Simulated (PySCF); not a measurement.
**Static response to an electric field**

Compound: C₃H₇NOSi.
Structure used (GFN2-xTB), in Å, numbered top down from 1:
```xyz
13
C3H7NOSi angstrom
O      1.6473    1.4524    0.0972
C      1.8984    0.3433   -0.3217
N      1.0987   -0.7184   -0.1902
C     -0.1654   -0.6147    0.4683
C     -1.4168   -0.4978   -0.4238
Si    -1.0383    1.0669    0.5718
H      2.8375    0.1176   -0.8571
H      1.3605   -1.6018   -0.6039
H     -0.2447   -1.3405    1.2729
H     -2.2247   -1.1751   -0.1824
H     -1.2099   -0.4997   -1.4862
H     -1.7946    1.1976    1.8090
H     -0.7523    2.2708   -0.1717
```

Level: PBE0/def2-SVPD (PySCF), static field, nuclei fixed, core orbitals frozen in the response. The polarisability tensor in these axes (au):

```
x   78.09 -0.91 -6.11
y   -0.91 78.96  6.66
z   -6.11  6.66 61.56
```

Problem. Diagonalise the tensor; give its mean and Δα, where Δα² is half the sum of the squared differences of the eigenvalues.

Solution. Principal values 57.79, 77.56 and 83.25 au; mean 72.87 au = 10.80 Å³ = 12.01 × 10⁻⁴⁰ C²·m²/J; Δα = 23.15 au (32 % of the mean).

Problem. What is the dipole moment, and where does it point?

Solution. (-0.03, -3.05, -0.83) D, 3.16 D in size, pointing from the negative to the positive side. Measured along this direction, the outermost atoms are H13 at the negative end and H8 at the positive end.

Problem. What are the principal values of the traceless quadrupole moment, Θ = ½Σq(3rr − r²1), about the centre of nuclear charge?

Solution. -8.73, -0.92, 9.65 D·Å. The values depend on the origin, since the dipole doesn't vanish. The electronic extent ⟨r²⟩ about the same centre is 679 bohr², a root-mean-square distance of 1.88 Å for the 54 electrons.

Problem. Refractivity n − 1 of an ideal gas of it at 350 K and 1 atm, from the electronic α?

Solution. N = p/kT = 2.0968 × 10¹⁹ cm⁻³, so n − 1 = 2π × N × 10.80 × 10⁻²⁴ cm³ = 1423 × 10⁻⁶ at long wavelengths, for an ideal gas.

Problem. Form Σ f/ω² (atomic units) for the 8 lowest TDDFT singlets, given as eV and f, and set it beside the mean polarisability, which is this sum over all singlets: 5.43, 0.0040; 5.86, 0.0413; 6.05, 0.0020; 6.37, 0.0064; 6.45, 0.0052; 6.63, 0.0073; 6.66, 0.0121; 6.76, 0.0128.

Solution. They add up to 1.77 au, 2.4 % of the 72.87 au; the largest single term is 0.89 au, from the state at 5.86 eV. Terms in order: 0.10, 0.89, 0.04, 0.12, 0.09, 0.12, 0.20, 0.21 au. Higher excitations give the rest. The strengths listed sum to 0.091.

One conformer (not necessarily the lowest) at the GFN2-xTB geometry, without solvent, vibrations or thermal averaging.
